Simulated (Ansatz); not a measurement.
Al7F6. Charge 0, multiplicity 2. Geometry PBE-D4/def2-SVP, basis def2-SVP, Ansatz.

Cartesian coordinates in Å:
```
Al -0.151 -1.999 -1.827
Al -1.196 0.513 -2.095
Al 0.512 1.551 2.601
Al 0.811 -0.529 0.275
Al -2.336 0.251 0.752
Al -1.236 -2.249 0.871
Al 2.051 1.914 -1.248
F -1.540 -2.873 -0.887
F 0.422 1.396 -2.261
F -1.332 0.986 2.121
F 1.190 -0.293 2.025
F 2.270 -0.038 -0.671
F 0.535 1.369 0.343
```

```csv
run,HOMO (eV),LUMO (eV)
A,-5.22,-3.48
B,-4.53,-4.20
C,-4.52,-4.02
D,-4.64,-4.10
E,-4.83,-4.04
```

The structure comes from a short search, and lower isomers may exist.

HOMO and LUMO are taken over both spins.

Q: The runs used B97M-V, LDA (SPW92), PBE, PBE0, r2SCAN. Estimate which is which.

A: A PBE0 (25 % exact exchange); B LDA (SPW92) (0 % exact exchange); C PBE (0 % exact exchange); D B97M-V (0 % exact exchange); E r2SCAN (0 % exact exchange). Exact exchange lowers occupied and raises empty levels; among semilocal functionals meta-GGAs tend to open the gap a little, and such runs are hard to tell apart. The gap grows from 0.33 eV (LDA (SPW92)) to 1.75 eV (PBE0).
